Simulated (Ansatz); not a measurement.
Ansatz (a program for electronic structure) input (CCSD(T)/aug-cc-pV(D+d)Z):
A basis named .json is the Basis Set Exchange file of that set.

Ansatz 0.2 input:
```yaml
crystal:
  periodic: [false, false, false]
  atoms:
    - {symbol: B, position_ang: [-0.78072456, -0.23845367, 0.00334708]}
    - {symbol: F, position_ang: [-1.37153002, 0.92378983, 0.00971963]}
    - {symbol: Cl, position_ang: [0.95572899, -0.41893178, -0.00613013]}
basis:
  gaussian:
    orbitals: aug-cc-pV_D+d_Z.json
magnetization: {spin_polarized: true, initial_magnetization: 1}
correlation: {method: ccsd_t, electrons: outside_noble_gas}
output: {forces: true}
```

End of the output:

```
mean field evaluation 8: about -15882.6666 eV, gradient 1.9e-1 eV
mean field evaluation 16: about -15882.0696 eV, gradient 1.1e1 eV
mean field evaluation 32: about -15879.2219 eV, gradient 8.1e-2 eV
mean field -15882.66726793 eV, -583.6772564380 hartree, gradient 1.2e-6 eV, S^2 0.754044; 1 other end points of the search recorded, 0 dependent functions left out
determinant -15882.66726793 eV, -583.6772564380 hartree, with singles and doubles -15894.30589228 eV, -584.1049679938 hartree
determinant -15879.22226350 eV, -583.5506548604 hartree, with singles and doubles -15891.06067920 eV, -583.9857086127 hartree
7 core orbitals not correlated
reference -15882.66726793 eV, -583.6772564380 hartree; 9, 8 occupied and 62, 63 virtual orbitals, 739 factors
densities: 0.59 GiB planned
second order -11.16652038 eV of doubles, -0.00000000 eV of singles
coupled cluster: 0.41 GiB planned
cycle   1  -11.63219780 eV  change   -3.1e-1 eV  update   2.9e-2
cycle   2  -11.66736412 eV  change   -3.5e-2 eV  update   7.5e-3
cycle   3  -11.67034331 eV  change   -3.0e-3 eV  update   4.3e-3
cycle   4  -11.67242652 eV  change   -2.1e-3 eV  update   1.3e-3
cycle   5  -11.67247171 eV  change   -4.5e-5 eV  update   6.1e-4
cycle   6  -11.67267184 eV  change   -2.0e-4 eV  update   2.4e-4
cycle   7  -11.67273877 eV  change   -6.7e-5 eV  update   8.5e-5
cycle   8  -11.67274003 eV  change   -1.3e-6 eV  update   3.2e-5
cycle   9  -11.67274450 eV  change   -4.5e-6 eV  update   1.3e-5
cycle  10  -11.67274383 eV  change    6.7e-7 eV  update   5.7e-6
cycle  11  -11.67274444 eV  change   -6.1e-7 eV  update   2.5e-6
cycle  12  -11.67274444 eV  change  -5.5e-10 eV  update   9.5e-7
perturbative correction -0.34334216 eV, -0.0126175916 hartree
the calculation of the forces begins
Total energy: -15894.68335454 eV, -584.1188394758 hartree
Atom 0 at    -0.780725    -0.238454     0.003347 Å, force     0.372922    -1.352493    -0.005792 eV/Å
Atom 1 at    -1.371530     0.923790     0.009720 Å, force    -0.724398     1.398169     0.007737 eV/Å
Atom 2 at     0.955729    -0.418932    -0.006130 Å, force     0.351476    -0.045676    -0.001944 eV/Å
Dipole moment:     0.017678    -0.019605    -0.000147 e Å
```

It need not be the lowest isomer of its formula.
